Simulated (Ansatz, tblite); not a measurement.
Removing and adding an electron: GaH2(OH) (GaOH3). Total charge 0; singlet. Geometry: r2SCAN-D4/def2-TZVP. Ansatz, gas phase; energy differences of separate SCF runs; the oxidised species was run as a doublet alone; the reduced species was run as a doublet alone.

```xyz
5

Ga    0.1011    0.1675   -0.5174
H     0.9374   -0.4769   -1.6492
H    -0.7073    1.4992   -0.5231
O     0.0943   -0.7934    0.9918
H    -0.4254   -0.3963    1.6980
```

The xTB rows come from tblite. Correlated methods freeze 10 core orbitals; core or outer-core shells of Ga are correlated, in sets that lack core-valence functions.

Question: Estimate orbital energies and vertical ionisation energies and electron affinities at: GFN1-xTB; GFN2-xTB; HF/def2-TZVPD; HF/def2-TZVPP; PBE-D4/def2-TZVP; PBE-D4/def2-TZVPD; r2SCAN-D4/def2-TZVP; r2SCAN-D4/def2-TZVPD; PBE0-D4/def2-TZVP; PBE0-D4/def2-TZVPD; MP2/def2-TZVPD; MP2/def2-TZVPP; CCSD/def2-TZVPD; CCSD/def2-TZVPP; CCSD(T)/def2-TZVPD; CCSD(T)/def2-TZVPP.

Answer: 
```tsv
level	−HOMO (eV)	vertical IE (eV)	−LUMO (eV)	vertical EA (eV)	HOMO–LUMO gap (eV)	IE − EA (eV)	remarks
GFN1-xTB	12.25	15.64	4.91	–	7.35	–	–
GFN2-xTB	11.77	15.25	6.51	3.25	5.27	12.00	–
HF/def2-TZVPD	–	–	–	-1.02	–	–	HOMO above zero (-1 doublet)
HF/def2-TZVPP	–	9.81	–	–	–	–	–
PBE-D4/def2-TZVP	7.18	10.69	1.97	–	5.21	–	–
PBE-D4/def2-TZVPD	7.24	–	2.03	-0.38	5.21	–	HOMO above zero (-1 doublet)
r2SCAN-D4/def2-TZVP	7.52	10.84	1.65	–	5.86	–	–
r2SCAN-D4/def2-TZVPD	7.55	–	1.69	-0.32	5.86	–	HOMO above zero (-1 doublet)
PBE0-D4/def2-TZVP	8.57	11.01	1.18	–	7.38	–	–
PBE0-D4/def2-TZVPD	8.60	–	1.24	-0.40	7.37	–	HOMO above zero (-1 doublet)
MP2/def2-TZVPD	–	–	–	-0.64	–	–	HOMO above zero (-1 doublet)
MP2/def2-TZVPP	–	11.83	–	–	–	–	–
CCSD/def2-TZVPD	–	–	–	-0.58	–	–	HOMO above zero (-1 doublet)
CCSD/def2-TZVPP	–	11.45	–	–	–	–	–
CCSD(T)/def2-TZVPD	–	–	–	-0.55	–	–	HOMO above zero (-1 doublet)
CCSD(T)/def2-TZVPP	–	11.59	–	–	–	–	–
```

   A HOMO above zero means that the electron is unbound at that level or that self-interaction error raises the level; the energy of removing that electron tells which. Raw xTB energy differences between charge states are shifted by several eV; the methods need an empirical correction for them. A negative affinity means that the extra electron isn't bound; its size then hangs on the basis.
